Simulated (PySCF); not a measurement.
C4H3S, SMILES c1[c]scc1, multiplicity 2.

The structure is a stationary point at B3LYP-D3(BJ)/def2-SVP. The isomer is the one that the SMILES or the coordinates give; other isomers of the formula were not compared.

Two levels are set side by side: PBE/def2-TZVP (PySCF) and CAM-B3LYP/def2-TZVP (PySCF). Same geometry, gas phase. Differences are taken from unrounded values.

| quantity | CAM-B3LYP | PBE | PBE minus CAM-B3LYP |
|---|---|---|---|
| α-spin orbital gap (eV) | 8.84 | 4.55 | -4.29 |
| β-spin orbital gap (eV) | 6.08 | 1.55 | -4.53 |
| dipole moment (D) | 1.15 | 1.13 | -0.02 |
| mean polarisability (bohr³) | 57.6 | 59.1 | 1.4 |

Rough cost on one machine, each run with all the roots and properties that it gave: CAM-B3LYP against PBE within a factor of 2.
